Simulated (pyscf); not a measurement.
## H₃C–CH(CH₃)–O–Al(OH)–OH (SMILES CC(C)[O][Al]([OH])[OH]), singlet

Gas-phase minimum from PySCF at ωB97X-D3(BJ)/def2-SVP, one conformer. 

```
O
C 1 1.4132
H 2 1.1057 1 106.86
C 2 1.5269 3 108.71 1 -118.91
H 4 1.1014 2 110.14 3 61.06
H 4 1.1017 5 108.34 2 122.10
H 4 1.1033 5 108.67 6 117.47
C 2 1.5269 3 108.72 1 118.89
H 8 1.1014 2 110.13 3 -61.05
H 8 1.1017 9 108.35 2 -122.10
H 8 1.1033 9 108.67 10 -117.48
Al 1 1.6961 2 130.10 3 -179.95
O 12 1.6978 1 120.42 2 179.94
H 13 0.9592 12 124.11 1 -0.21
O 12 1.7012 1 119.69 2 -0.07
H 15 0.9592 12 124.50 1 179.89
```

Properties at ωB97X-D3(BJ)/def2-SVP:

* **Harmonic wavenumbers, unscaled**: 35, 68, 95, 206, 236, 255, 276, 296, 343, 351, 375, 447, 523, 578, 590, 649, 840, 908, 934, 950, 959, 1060, 1172, 1200, 1244, 1362, 1387, 1415, 1415, 1467, 1478, 1478, 1497, 3055, 3058, 3061, 3152, 3158, 3160, 3163, 3986, 3988 cm⁻¹
* **Zero-point energy**: 79.9 kcal/mol
* **Rotational symmetry number**: 1
* **Entropy of this conformer at 298 K and 1 atm, rigid rotor and harmonic oscillator, modes under 100 cm⁻¹ raised to 100**: 396.7 J/(mol K)
* **Dipole moment**: 0.22 D

Single-point totals, which compare only within one level:

```csv
level,total energy (hartree)
ωB97X-D3(BJ)/def2-TZVP,-588.29764
PBE/def2-TZVP,-587.61817
r²SCAN/def2-TZVP,-587.95853
B3LYP-D3(BJ)/def2-TZVP,-588.21889
PBE0-D3(BJ)/def2-TZVP,-587.67231
M06-2X/def2-TZVP,-588.01080
ωB97M-D3(BJ)/def2-TZVP,-588.29179
```

The lowest mode is so soft that the shape along it may change with the basis. Soft torsions are taken as harmonic, which can shift the entropy by several J/(mol K).
